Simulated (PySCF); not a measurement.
**`S([SiH-]C#N)[SiH3]`, [CH$_{4}$NSSi$_{2}$]-, charge -1**

Geometry:
| atom | x (Å) | y (Å) | z (Å) |
| --- | --- | --- | --- |
| N1 | 1.874 | 2.409 | -0.308 |
| C2 | 1.808 | 1.247 | -0.230 |
| Si3 | 1.936 | -0.669 | -0.171 |
| S4 | 0.047 | -1.129 | -1.377 |
| Si5 | -1.418 | -0.409 | -0.044 |
| H6 | 1.266 | -0.738 | 1.213 |
| H7 | -1.253 | 1.035 | 0.317 |
| H8 | -2.788 | -0.540 | -0.669 |
| H9 | -1.498 | -1.184 | 1.241 |

Total charge -1.

The calculation used GIAO KT3/aug-pcSseg-1 magnetisability, rotational g tensor and spin-rotation constants, non-relativistic, gas phase (PySCF 2.14.0). Geometry: PBE0-D3(BJ)/def2-SVP.

For an ion the centre-of-mass motion in the field is neglected.

Give the nuclear spin-rotation constants along the inertial axes (H = +C I·J) beside the isotropic shieldings.

Rotational constants 3.4261, 1.5868, 1.2675 GHz. A star marks the isotopologue with that one atom substituted, in its own axes.
| atom | isotope | Caa (kHz) | Cbb (kHz) | Ccc (kHz) | mean (kHz) | σ (ppm) |
| --- | --- | --- | --- | --- | --- | --- |
| N1 | 14N | 0.579 | 0.192 | 0.265 | 0.345 | -47.7 |
| H6 | 1H | -0.190 | -0.076 | 0.042 | -0.075 | 26.9 |
| H7 | 1H | -0.034 | 0.018 | -0.091 | -0.035 | 26.3 |
| H8 | 1H | 0.087 | -0.089 | -0.045 | -0.016 | 26.2 |
| H9 | 1H | -0.211 | -0.110 | 0.065 | -0.085 | 26.8 |
| C2 | 13C* | 1.097 | 0.374 | 0.550 | 0.674 | 48.5 |
| Si3 | 29Si* | -1.673 | -0.866 | -0.754 | -1.097 | 428.1 |
| S4 | 33S* | 0.287 | 0.208 | 0.137 | 0.211 | 825.0 |
| Si5 | 29Si* | -1.978 | -0.770 | -0.711 | -1.153 | 427.5 |

For the geometry as given, no vibrational averaging.

How do the rotational constants and the g tensor change when H6, H7, H8, H9 are replaced by deuterium?

Constants 3.1400, 1.4900, 1.2040 GHz; g -0.0645, -0.0357, -0.0363, against -0.0696, -0.0382, -0.0381 before.
